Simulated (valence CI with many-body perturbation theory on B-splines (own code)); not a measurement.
# E1 transitions of Br XXIII

Method: valence CI with perturbative core correlation (CI+MBPT): three valence electrons over a frozen Dirac-Fock core [Ne], a basis of 11 s, 11 p, 10 d, 8 f, 5 g, 2 h functions for each j, with the one-electron correlation potential Σ1, the two-electron term Σ2, the three-electron term Σ3, Breit, model QED; selected CI, second order for the rest, scaled by the run's own slope (own B-spline code, finite nucleus).

No measured spectrum was set against this ion. As an estimate, levels of excited configurations hold to 0.05 to 0.15 % of their energy, terms of the ground configuration to about 0.5 %.

Lines 201 to 250 of 575 in falling wavelength, among levels below 35.285 Ry, chosen from the strongest by gf and those to the six lowest levels. Wavelengths and rates use the calculated energies, so an error of 500 cm⁻¹ moves a line at 16.05 nm by 0.08 % and its rate by three times that or more. Electric multipoles are in the length gauge with retardation, E1 and E2 with the static RPA response of the core. Weak lines are less certain than strong ones. Lines between different terms over intervals too small for the method are left out, as are lines whose strength nearly cancels. The highest levels of a list are the least certain.

Names give the largest LS component (configuration and term), which can be under half, so a name can repeat, a term be missing and a line seem to break the LS rules; names also repeat where a configuration has a term twice. Letters in brackets count levels of one name in rising energy.

```
λ vac (nm)                 Upper                 Lower   A (s⁻¹)  S (a.u.) with core polarisation  S without
     16.05        3d3 2D_5/2 [a]    3p.3d2 2D°_5/2 [a]  3.86e+10                         4.73e-01   4.85e-01
     16.05  3s.3p.3d 2P°_1/2 [b]         3s2.3d 2D_3/2  4.58e+10                         1.87e-01   1.92e-01
     16.03            3d3 4F_5/2    3p.3d2 4D°_3/2 [b]  1.03e+10                         1.25e-01   1.29e-01
     16.02         3s.3d2 2D_3/2  3s.3p.3d 2F°_5/2 [b]  2.05e+10                         1.67e-01   1.72e-01
     16.02         3s.3p2 2S_1/2        3s2.3p 2P°_3/2  4.68e+10                         1.90e-01   1.95e-01
     16.02            3d3 2F_7/2    3p.3d2 2G°_9/2 [b]  1.14e+10                         1.85e-01   1.90e-01
     16.01         3s.3p2 2P_1/2        3s2.3p 2P°_1/2  5.92e+10                         2.40e-01   2.47e-01
     15.96         3s.3d2 2G_7/2  3s.3p.3d 2F°_5/2 [b]  6.37e+10                         1.02e+00   1.05e+00
     15.95      3s.3p.3d 4D°_1/2         3s.3p2 2D_3/2  5.25e+07                         2.10e-04   2.18e-04
     15.94         3s.3d2 2D_3/2  3s.3p.3d 2P°_1/2 [a]  9.17e+09                         7.34e-02   7.54e-02
     15.93  3s.3p.3d 2D°_5/2 [b]         3s2.3d 2D_5/2  4.37e+10                         5.23e-01   5.38e-01
     15.92     3p2.3d 2F_7/2 [b]  3s.3p.3d 2D°_5/2 [a]  8.41e+09                         1.34e-01   1.38e-01
     15.91         3p2.3d 4D_3/2      3s.3p.3d 4F°_3/2  8.08e+09                         6.42e-02   6.61e-02
     15.89            3d3 4F_3/2    3p.3d2 4D°_1/2 [c]  1.83e+10                         1.45e-01   1.49e-01
     15.88        3d3 2D_3/2 [a]    3p.3d2 2D°_3/2 [c]  1.90e+10                         1.50e-01   1.54e-01
     15.87  3s.3p.3d 2P°_3/2 [c]         3s2.3d 2D_5/2  2.72e+10                         2.15e-01   2.21e-01
     15.86    3p.3d2 2F°_7/2 [a]         3p2.3d 4P_5/2  1.88e+10                         2.95e-01   3.04e-01
     15.85         3s.3d2 2D_5/2  3s.3p.3d 2F°_7/2 [b]  1.01e+10                         1.19e-01   1.22e-01
     15.84           3p3 2P°_3/2         3s.3p2 2D_3/2  3.66e+09                         2.87e-02   2.95e-02
     15.82     3p2.3d 2F_7/2 [a]           3p3 2D°_5/2  7.31e+09                         1.14e-01   1.18e-01
     15.81    3p.3d2 2P°_1/2 [a]         3p2.3d 2S_1/2  2.45e+10                         9.57e-02   9.84e-02
     15.80  3s.3p.3d 2P°_3/2 [a]         3s.3p2 2P_3/2  1.27e+10                         9.91e-02   1.02e-01
     15.80    3p.3d2 2F°_5/2 [d]     3p2.3d 2D_3/2 [c]  5.81e+10                         6.78e-01   6.97e-01
     15.79  3s.3p.3d 2P°_3/2 [b]         3s2.3d 2D_3/2  1.02e+10                         7.93e-02   8.17e-02
     15.76      3s.3p.3d 4F°_5/2         3s.3p2 4P_5/2  1.40e+09                         1.63e-02   1.67e-02
     15.76            3d3 2G_7/2    3p.3d2 2F°_5/2 [c]  2.22e+10                         3.44e-01   3.53e-01
     15.76         3s.3d2 2G_9/2  3s.3p.3d 2F°_7/2 [b]  6.92e+10                         1.34e+00   1.37e+00
     15.74            3d3 2P_1/2    3p.3d2 2P°_1/2 [b]  1.67e+10                         6.44e-02   6.62e-02
     15.74         3s.3p2 2P_3/2        3s2.3p 2P°_3/2  6.39e+10                         4.92e-01   5.07e-01
     15.72            3d3 2G_9/2    3p.3d2 2F°_7/2 [b]  3.32e+09                         6.36e-02   6.53e-02
     15.71         3p2.3d 4D_7/2      3s.3p.3d 4F°_7/2  5.19e+09                         7.95e-02   8.19e-02
     15.70            3d3 4F_7/2    3p.3d2 4D°_5/2 [b]  2.13e+10                         3.26e-01   3.35e-01
     15.66            3d3 4P_3/2        3p.3d2 4S°_3/2  1.91e+10                         1.45e-01   1.49e-01
     15.61     3p2.3d 2P_3/2 [a]           3p3 2D°_5/2  1.83e+10                         1.37e-01   1.41e-01
     15.60     3p2.3d 2P_3/2 [b]      3s.3p.3d 2D°_3/2  1.22e+10                         9.18e-02   9.45e-02
     15.60     3p2.3d 2D_5/2 [b]  3s.3p.3d 2D°_5/2 [a]  1.02e+10                         1.15e-01   1.18e-01
     15.59    3p.3d2 2D°_3/2 [d]         3s.3d2 2D_3/2  1.50e+10                         1.12e-01   1.16e-01
     15.59  3s.3p.3d 2P°_3/2 [c]         3s2.3d 2D_3/2  4.18e+10                         3.13e-01   3.22e-01
     15.58    3p.3d2 2F°_5/2 [b]         3p2.3d 2G_7/2  5.98e+09                         6.69e-02   6.87e-02
     15.56    3p.3d2 4D°_7/2 [a]     3p2.3d 2D_5/2 [a]  8.58e+09                         1.28e-01   1.31e-01
     15.55         3s.3d2 2F_5/2  3s.3p.3d 2P°_3/2 [c]  2.43e+10                         2.71e-01   2.78e-01
     15.55    3p.3d2 2D°_5/2 [b]         3s.3d2 2D_5/2  9.93e+09                         1.11e-01   1.14e-01
     15.54            3d3 4F_5/2    3p.3d2 4D°_3/2 [a]  1.78e+10                         1.97e-01   2.03e-01
     15.54        3d3 2D_5/2 [a]    3p.3d2 2D°_3/2 [c]  1.50e+10                         1.66e-01   1.71e-01
     15.50         3s.3d2 2F_5/2  3s.3p.3d 2D°_5/2 [b]  1.43e+10                         1.57e-01   1.62e-01
     15.49            3d3 4F_9/2    3p.3d2 4D°_7/2 [b]  4.54e+10                         8.33e-01   8.56e-01
     15.48        3d3 2D_5/2 [b]    3p.3d2 2D°_5/2 [b]  2.11e+10                         2.32e-01   2.38e-01
     15.46     3p2.3d 2D_5/2 [a]      3s.3p.3d 4D°_3/2  1.31e+10                         1.43e-01   1.47e-01
     15.44        3d3 2D_5/2 [b]    3p.3d2 2D°_3/2 [d]  6.50e+09                         7.09e-02   7.28e-02
     15.43            3d3 4P_5/2        3p.3d2 4S°_3/2  3.68e+10                         4.01e-01   4.12e-01
```
